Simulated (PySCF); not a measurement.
Level of theory: M06-2X/def2-TZVP // B3LYP-D3(BJ)/def2-TZVP in PySCF. Isolated molecules, 0 K electronic values unless said otherwise. One relaxed conformer stands for a flexible species; it need not be the lowest. Delta-SCF ions had no search for a lower state. Excitations are Tamm–Dancoff values on a coarser integration grid. The basis has no diffuse functions, so Rydberg states are missing or too high.

Reference species (SMILES): `C#COC=O` (neutral, multiplicity 1).

The vertical ionisation energy (Delta-SCF) is 10.55 eV and the S1 oscillator strength is 0.002. The S1–T1 gap (TDA) is 0.45 eV. The HOMO–LUMO gap comes out as 9.26 eV.

Changed species: `c1c(=O)c1O` (C–C–O–H torsion 0°).

### Question
What does the change do to the vertical ionisation energy (Delta-SCF), S1 oscillator strength, S1–T1 gap (TDA) and HOMO–LUMO gap?

### Answer
the vertical ionisation energy (Delta-SCF) decreases by 0.88 eV, to 9.67 eV; the S1 oscillator strength stays essentially unchanged; the S1–T1 gap (TDA) decreases by 0.08 eV, to 0.37 eV; the HOMO–LUMO gap falls by 0.13 eV, to 9.13 eV.
